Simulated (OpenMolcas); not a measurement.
**What dynamic correlation does to the levels of Fe3+**

```
Program             : OpenMolcas
Basis               : ANO-RCC-VTZP [6s5p3d2f1g]
Scalar Hamiltonian  : DKH2, point nucleus
Active space        : 5 electrons in 5 orbitals (3d)
State averaging     : 2S+1 = 6 even, 1 root; 2S+1 = 4 even, 24 roots; 2S+1 = 2 even, 75 roots
Spin-orbit coupling : state interaction with AMFI integrals over the reference wave functions, term energies averaged over their components
```

Methods on the same reference wave functions:
A. CASSCF
B. SS-CASPT2, IPEA 0.25 Eh, imaginary shift 0.1 Eh (closed shells correlated: 3s 3p)
C. MS-CASPT2, IPEA 0.25 Eh, imaginary shift 0.1 Eh (closed shells correlated: 3s 3p)
D. XMS-CASPT2, IPEA 0.25 Eh, imaginary shift 0.1 Eh (closed shells correlated: 3s 3p)

Energies in cm⁻¹ above 3d⁵ ⁶S_5/2, the measured ground level; measured values from Corliss and Sugar, J. Phys. Chem. Ref. Data 11, 135 (1982).

| Level | A | B | C | D | Measured |
| --- | --- | --- | --- | --- | --- |
| 3d⁵ ⁶S_5/2 | 0.0 | 0.0 | 0.0 | 0.0 | 0.0 |
| 3d⁵ ⁴G_5/2 | 37183 | 33330 | 33330 | 33240 |  |
| 3d⁵ ⁴G_7/2 | 37208 | 33360 | 33360 | 33270 |  |
| 3d⁵ ⁴G_11/2 | 37214 | 33370 | 33370 | 33280 | 32246 |
| 3d⁵ ⁴G_9/2 | 37223 | 33380 | 33380 | 33290 |  |
| 3d⁵ ⁴P_5/2 | 42765 | 36850 | 36850 | 36430 | 35254 |
| 3d⁵ ⁴P_3/2 | 42836 | 36930 | 36930 | 36500 | 35333 |
| 3d⁵ ⁴P_1/2 | 42921 | 37020 | 37020 | 36580 | 35407 |
| 3d⁵ ⁴D_7/2 | 46226 | 40030 | 40030 | 39960 | 38779 |
| 3d⁵ ⁴D_1/2 | 46307 | 40110 | 40110 | 40050 | 38897 |
| 3d⁵ ⁴D_3/2 | 46372 | 40180 | 40180 | 40110 |  |
| 3d⁵ ⁴D_5/2 | 46388 | 40200 | 40200 | 40120 |  |
| 3d⁵ ²I_11/2 | 52935 | 48790 | 48790 | 48860 |  |
| 3d⁵ ²I_13/2 | 52996 | 48870 | 48870 | 48930 |  |
| 3d⁵ ²D_5/2(1) [69 %] | 59447 | 51760 | 51760 | 51560 | 49542 |
| 3d⁵ ²D_3/2(1) | 60058 | 52270 | 52270 | 52080 | 50051 |
| 3d⁵ ²F_7/2(1) | 61247 | 53860 | 53860 | 53490 | 51394 |
| 3d⁵ ²F_5/2(1) [59 %] | 61957 | 54470 | 54470 | 54200 | 52167 |
| 3d⁵ ⁴F_9/2 | 62244 | 54690 | 54690 | 54530 | 52621 |
| 3d⁵ ⁴F_7/2 | 62298 | 54750 | 54750 | 54590 | 52695 |
| 3d⁵ ⁴F_5/2 [74 %] | 62466 | 54910 | 54910 | 54760 |  |
| 3d⁵ ⁴F_3/2 | 62476 | 54910 | 54910 | 54750 |  |
| 3d⁵ ²H_9/2 | 64936 | 58460 | 58460 | 58370 | 56058 |
| 3d⁵ ²H_11/2 | 65174 | 58870 | 58870 | 58750 | 56369 |

Deviations, from unrounded energies. A percentage is the sum of absolute deviations over the sum of measured energies, with the sign that they share, or ± where signs differ.

```json
{"Against measurement": "mean absolute deviation (cm-1)", "Levels": "14", "A": "8500", "B": "1900", "C": "1900", "D": "1700"}
{"Against measurement": "other terms of the ground configuration (%)", "Levels": "14", "A": "+18.7", "B": "+4.2", "C": "+4.2", "D": "+3.7"}
```

D lies closest to measurement on these levels and A furthest from it. The largest miss of D in the table is 3d⁵ ²H_11/2, by +2400 cm-1. The ranking rests on the paired levels alone, and a cruder setting can come out closer through cancelling errors.

Among B to D the level of the table that moves most is 3d⁵ ⁴P_1/2, by 440 cm-1 (lowest in D, highest in B). Moves below CASPT2's spread within the term are not significant.

The mean deviations of B to D differ by less than CASPT2's widest spread within a term (1100 cm-1), so their order carries little weight.

From A to B the spin-free energies of the other terms of 3d⁵ shown, above ⁶S, scale by factors of 0.86 to 0.92, as is usual when dynamic correlation screens the repulsion within a d or f shell.

The lowest spin-free term lies below A's lowest term by 0.373 hartree in B, 0.373 hartree in C, 0.373 hartree in D.

CASPT2 does not keep the components of a term degenerate, so their means are used; among the terms shown or strongly mixed into the levels shown the widest spread is 1100 cm-1 (3d⁵ ⁴G, D). Without dynamic correlation excited terms often stand tens of per cent too high (terms of higher spin than the ground term too low), and those without a measured partner can miss by more than the paired ones (holds for A). Blocks of more than 70 roots (2S+1 = 2 even) ran without multistate coupling (holds for C). The CASPT2 spread within a term exceeds the gap to the next term for 3d⁵ ²H and 3d⁵ ²G(1), so the order of their levels is uncertain, and so are names and mixing where such terms share a J (holds for D). Computed and measured levels are paired by configuration, term and J; levels that our copy of the source lacks, or whose pairing is in doubt (as where it misses far off the trend of its configuration), stay unpaired and out of the deviations. Only configurations of the active space appear. The table leaves out levels that lie high or whose names do not pair safely across all columns.

A share in square brackets marks a mixed level and gives the weight of the term that names it, the lowest over the columns. A number in round brackets counts repeated terms of one configuration in the order of the reference energies.
